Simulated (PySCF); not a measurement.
SMILES C[CH]CCCCC (C7H15), doublet (GFN2-xTB optimised geometry):

```
22

C      0.369     3.250     0.509
C     -0.315     2.164     1.242
C      0.185     0.774     1.225
C     -0.331    -0.017     0.000
C      0.175    -1.456     0.000
C     -0.328    -2.239    -1.211
C      0.178    -3.677    -1.206
H      1.423     3.018     0.362
H      0.285     4.197     1.045
H     -0.077     3.413    -0.481
H     -1.312     2.348     1.606
H      1.279     0.767     1.196
H     -0.139     0.245     2.126
H     -1.423    -0.011     0.009
H     -0.001     0.488    -0.910
H     -0.155    -1.956     0.914
H      1.268    -1.456     0.000
H     -1.420    -2.239    -1.212
H      0.004    -1.741    -2.125
H     -0.161    -4.197    -0.313
H     -0.190    -4.215    -2.077
H      1.265    -3.699    -1.223
```

Level of theory: unrestricted PBE0/def2-SVP (PySCF 2.14.0).

What are the frontier orbital energies (α orbitals alone; a β orbital can be the lowest empty one) and the dipole moment?

HOMO-2 -9.04 eV, HOMO-1 -8.90 eV, HOMO -5.17 eV, LUMO 1.86 eV, LUMO+1 2.21 eV; dipole moment 0.30 D.

On the same geometry unrestricted PBE/def2-SVP in PySCF gives HOMO-2 -7.60 eV, HOMO-1 -7.48 eV, HOMO -3.77 eV, LUMO 1.00 eV, LUMO+1 1.35 eV; dipole moment 0.32 D.

Meta-Löwdin charges at PBE0/def2-SVP: C1 -0.30, C2 -0.11, C3 -0.18, C4 -0.16, C5 -0.17, C6 -0.16, C7 -0.30, H8 0.10, H9 0.11, H10 0.10, H11 0.09, H12 0.09, H13 0.09, H14 0.09, H15 0.08, H16 0.08, H17 0.08, H18 0.09, H19 0.09, H20 0.09, H21 0.10, H22 0.09.
